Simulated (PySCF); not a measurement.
**Vertical excitation energies**

Compound: C5H8Cl2Si.
SMILES: `C[C@@H]1[SiH2][C@H](Cl)C=C1Cl`

Method used: TDDFT wB97X-D/def2-SVPD, vertical, gas phase, core orbitals frozen in the response (PySCF 2.14.0, density-fitted response routines). One conformer (not necessarily the lowest) at the GFN2-xTB geometry, without solvent, vibrations or thermal averaging.

```csv
state,λ (nm),E (eV),f,|μ| (D),"main configurations (H = HOMO, L = LUMO)"
S1,206.1,6.02,0.084,1.92,"H→L (48%), H-1→L (43%)"
S2,200.1,6.19,0.196,2.89,"H-1→L (47%), H→L (46%)"
S3,186.3,6.66,0.0038,0.39,"H→L+1 (43%), H-2→L (31%)"
S4,184.0,6.74,0.0021,0.29,"H-2→L (51%), H→L+1 (20%)"
S5,177.4,6.99,0.016,0.78,"H-3→L (66%), H-1→L+1 (13%)"
S6,171.4,7.23,0.020,0.86,"H-1→L+1 (39%), H-3→L (10%), H→L+1 (8%)"
S7,168.9,7.34,0.024,0.94,"H→L+2 (46%), H-1→L+1 (16%), H→L+1 (15%)"
S8,167.7,7.39,0.013,0.68,"H→L+3 (60%), H→L+2 (8%), H→L+5 (8%)"
```

Triplets, Tamm–Dancoff:

```tsv
state	E (eV)	λ (nm)	main configurations (H = HOMO, L = LUMO)
T1	4.12	300.6	H→L (81%)
T2	5.64	219.6	H-1→L (74%), H-1→L+1 (8%)
T3	6.15	201.6	H-2→L (47%), H-3→L (12%), H→L+1 (12%)
```

The lowest singlet comes at 206 nm (580 kJ/mol) in the ultraviolet; it is of moderate strength; its leading configuration is HOMO→LUMO (48%). The most intense listed level is S2 at 6.19 eV (200 nm, f = 0.196), 0.18 eV above S1. Löwdin shares by element: HOMO carbon 51% or more, chlorine 34%; LUMO carbon 54% or more, chlorine 18% or more (atoms not listed hold the other 28%). The oscillator strengths of these states sum to 0.360; summed over the whole spectrum of an exact calculation they would give the number of electrons, 86 (Thomas–Reiche–Kuhn). The listed states span 1.38 eV, and the widest gap between neighbours is 0.46 eV (S2 to S3). Weighted by f, the mean energy of these states is 6.38 eV. No computed singlet lies in the visible range (380 to 750 nm); the lowest, at 206 nm, stands 2.75 eV above its violet end (3.26 eV). The window holds the lowest 8 singlets.

On Arm Neoverse N1, one thread, shared host, this took 1.9 min and 1.1 GiB of memory at its peak.
